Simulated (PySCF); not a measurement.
Compound: hexafluorophosphate, PF₆ (charge -1).
Cartesian coordinates in Å at the PBE0-D3(BJ)/def2-SVP level; atoms count from 1:
```
atom  x, y, z in Å
F1     0.597    0.411    1.455
P2     0.006   -0.003   -0.007
F3     1.423   -0.720   -0.377
F4    -1.411    0.716    0.363
F5     0.556    1.402   -0.628
F6    -0.544   -1.407    0.615
F7    -0.587   -0.417   -1.469
```

The closed-shell ground state was solved at several levels (PySCF, density fitting, gas phase, non-relativistic). No diffuse functions stand in pcSseg-1 and pcSseg-2, which bears on an anion's orbital energies.

| level | basis functions | total energy (Eh) | HOMO (eV) | LUMO (eV) | gap (eV) |
| --- | --- | --- | --- | --- | --- |
| CAM-B3LYP/def2-SVPD | 162 | -940.0607 | -7.33 | 5.36 | 12.69 |
| PBE0/pcSseg-1 | 126 | -939.9393 | -5.32 | 7.50 | 12.82 |

**Question.** Estimate the row for mPW1PW91/pcSseg-2, a basis of 259 functions; the other rows only guide the guess.

**Answer.** Total energy -940.8735 Eh, HOMO -5.60 eV, LUMO 6.98 eV, gap 12.58 eV.

**Question.** Over all these levels, which gives the widest orbital gap and which the narrowest?

**Answer.** PBE0/pcSseg-1 (global hybrid, 25 % exact exchange) has the widest, 12.82 eV, and mPW1PW91/pcSseg-2 (global hybrid, 25 % exact exchange) the narrowest, 12.58 eV. Functional and basis both differ between the two, so the spread mixes both effects.
